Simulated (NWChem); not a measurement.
Everything below was run with NWChem. System: Cl2Pb, charge 0, spin multiplicity 1, at a geometry optimised with B3LYP/def2-SVP with def2 effective core potentials on Pb. The structure started from a generated list of species. Level: CCSD(T)/def2-SVP with def2 effective core potentials on Pb, 14 core orbitals frozen.

NWChem printed:

```
             Northwest Computational Chemistry Package (NWChem) 7.3.0
             --------------------------------------------------------

                                NWChem Input Module
                                -------------------

 Scaling coordinates for geometry "geometry" by  1.889725989
 (inverse scale =  0.529177249)

 Turning off AUTOSYM since
 SYMMETRY directive was detected!

                             Geometry "geometry" -> ""
                             -------------------------

 Output coordinates in angstroms (scale by  1.889725989 to convert to a.u.)

  No.       Tag          Charge          X              Y              Z
 ---- ---------------- ---------- -------------- -------------- --------------
    1 Pb                  82.0000     0.00000000     0.00000000    -0.46576900
    2 Cl                  17.0000     1.93631200     0.00000000     1.12332500
    3 Cl                  17.0000    -1.93631200     0.00000000     1.12332500

 Effective nuclear repulsion energy (a.u.)     628.4746591278

            Nuclear Dipole moment (a.u.)
            ----------------------------
        X                 Y               Z
 ---------------- ---------------- ----------------
     0.0000000000     0.0000000000    -0.0000151178

      Symmetry information
      --------------------

 Group name             C2v
 Group number             16
 Group order               4
 No. of unique centers     2

      Symmetry unique atoms

     1    2


 Summary of "ao basis" -> "" (spherical)
 ------------------------------------------------------------------------------
       Tag                 Description            Shells   Functions and Types
 ---------------- ------------------------------  ------  ---------------------
 *                          def2-svp                  on all atoms

 Summary of "ao basis" -> "ao basis" (spherical)
 ------------------------------------------------------------------------------
       Tag                 Description            Shells   Functions and Types
 ---------------- ------------------------------  ------  ---------------------
 Pb                         def2-svp                10       26   4s4p2d
 Cl                         def2-svp                 8       18   4s3p1d

                                 NWChem SCF Module
                                 -----------------

  ao basis        = "ao basis"
  functions       =    62
  atoms           =     3
[...]
task       246 out of       351 done  70%  at       0.7 secs
task       264 out of       351 done  75%  at       0.7 secs
task       281 out of       351 done  80%  at       0.7 secs
task       299 out of       351 done  85%  at       0.8 secs
task       317 out of       351 done  90%  at       0.8 secs
task       334 out of       351 done  95%  at       0.8 secs
task       351 out of       351 done 100%  at       0.8 secs
 commencing triples evaluation - blocking       1
 ccsd(t): done        1 out of       34 progress:    2.9%
 ccsd(t): done        2 out of       34 progress:    5.9%
 ccsd(t): done        3 out of       34 progress:    8.8%
 ccsd(t): done        4 out of       34 progress:   11.8%
 ccsd(t): done        5 out of       34 progress:   14.7%
 ccsd(t): done        6 out of       34 progress:   17.6%
 ccsd(t): done        7 out of       34 progress:   20.6%
 ccsd(t): done        8 out of       34 progress:   23.5%
 ccsd(t): done        9 out of       34 progress:   26.5%
 ccsd(t): done       10 out of       34 progress:   29.4%
 ccsd(t): done       11 out of       34 progress:   32.4%
 ccsd(t): done       12 out of       34 progress:   35.3%
 ccsd(t): done       13 out of       34 progress:   38.2%
 ccsd(t): done       14 out of       34 progress:   41.2%
 ccsd(t): done       15 out of       34 progress:   44.1%
 ccsd(t): done       16 out of       34 progress:   47.1%
 ccsd(t): done       17 out of       34 progress:   50.0%
 ccsd(t): done       18 out of       34 progress:   52.9%
 ccsd(t): done       19 out of       34 progress:   55.9%
 ccsd(t): done       20 out of       34 progress:   58.8%
 ccsd(t): done       21 out of       34 progress:   61.8%
 ccsd(t): done       22 out of       34 progress:   64.7%
 ccsd(t): done       23 out of       34 progress:   67.6%
 ccsd(t): done       24 out of       34 progress:   70.6%
 ccsd(t): done       25 out of       34 progress:   73.5%
 ccsd(t): done       26 out of       34 progress:   76.5%
 ccsd(t): done       27 out of       34 progress:   79.4%
 ccsd(t): done       28 out of       34 progress:   82.4%
 ccsd(t): done       29 out of       34 progress:   85.3%
 ccsd(t): done       30 out of       34 progress:   88.2%
 ccsd(t): done       31 out of       34 progress:   91.2%
 ccsd(t): done       32 out of       34 progress:   94.1%
 ccsd(t): done       33 out of       34 progress:   97.1%
 ccsd(t): done       34 out of       34 progress:  100.0%
 Time for integral evaluation pass     1        0.84
 Time for triples evaluation pass      1        1.42

 pseudo-e(mp4)  -0.10576684183059E-01
 pseudo-e(mp5)   0.55610397202661E-03
        e(t)    -0.10020580211032E-01

 --------------
 CCSD(T) Energy
 --------------
 Reference energy:                   -1110.652642312719308

 CCSD corr. energy:                     -0.374749607783691
 T(CCSD) corr. energy:                  -0.010576684183059
 Total CCSD+T(CCSD) energy:          -1111.037968604686057

 CCSD corr. energy:                     -0.374749607783691
 (T) corr. energy:                      -0.010020580211032
 Total CCSD(T) energy:               -1111.037412500714026

 routine      calls  cpu(0)   cpu-min  cpu-ave  cpu-max   i/o
 aoccsd          1     0.01     0.01     0.01     0.01    0.00
 iterdrv         1     0.01     0.01     0.01     0.01    0.00
 pampt          13     0.05     0.05     0.05     0.05    0.00
 t2pm           13     0.10     0.10     0.10     0.10    0.00
 sxy            13     0.16     0.16     0.16     0.16    0.00
 ints      1500083    12.52    12.52    12.52    12.52    0.00
 t2eri        4563     3.13     3.13     3.13     3.13    0.00
 idx2         4563     0.52     0.52     0.52     0.52    0.00
 idx34          13     0.07     0.07     0.07     0.07    0.00
 ht2pm          13     0.15     0.15     0.15     0.15    0.00
 itm            13     0.55     0.55     0.55     0.55    0.00
 pdiis          13     0.02     0.02     0.02     0.02    0.00
 triples         1     0.00     0.00     0.00     0.00    0.00
 rdtrpo          1     0.01     0.01     0.01     0.01    0.00
 trpmos          1     0.84     0.84     0.84     0.84    0.00
 trpdrv          1     0.21     0.21     0.21     0.21    0.00
 dovvv       99960     0.48     0.48     0.48     0.48    0.00
 doooo       99960     0.26     0.26     0.26     0.26    0.00
 tengy       93296     0.43     0.43     0.43     0.43    0.00
 Total                19.50    19.50    19.50    19.50    0.00

 Task  times  cpu:       21.0s     wall:       21.0s

 Total times  cpu:       21.0s     wall:       21.0s
```

Write an NWChem input that would produce this output.

This is not unique; one that fits is 
```
start mol
memory heap 100 mb stack 700 mb global 1900 mb
geometry units angstroms nocenter noautoz
  Pb     0.000000     0.000000    -0.465769
  Cl     1.936312     0.000000     1.123325
  Cl    -1.936312     0.000000     1.123325
  symmetry group C2v
end
basis spherical
  * library def2-svp
end
ecp
  Pb library def2-ecp
end
scf
  rhf
  nopen 0
  maxiter 100
  thresh 1e-7
  semidirect memsize 60000000 filesize 0
end
ccsd
  freeze core 14
  maxiter 60
end
task ccsd(t) energy
```
